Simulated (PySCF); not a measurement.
C6H7, SMILES [C]1=CCCC=C1, multiplicity 2.

Geometry: PBE-D3(BJ)/def2-SVP. The isomer is the one that the SMILES or the coordinates give; other isomers of the formula were not compared. The values are those of a single conformer.

The numbers are results of SMD-M06-2X/def2-SVP (PySCF), not measurements.

Solvation free energies are E(SMD) − E(gas) at the gas-phase geometry, for 1 M in both phases. In vacuum the dipole moment is 1.26 D.

Computed solvation free energies in water, cyclohexanone, ethylethanoate:
```
solvent         ΔG(solv) (kcal/mol)  its non-electrostatic (CDS) part  dipole (D)
--------------  -------------------  --------------------------------  ----------
water                          -0.4                               2.8        1.89
cyclohexanone                  -4.4                              -1.5        1.83
ethylethanoate                 -4.7                              -2.3        1.72
```
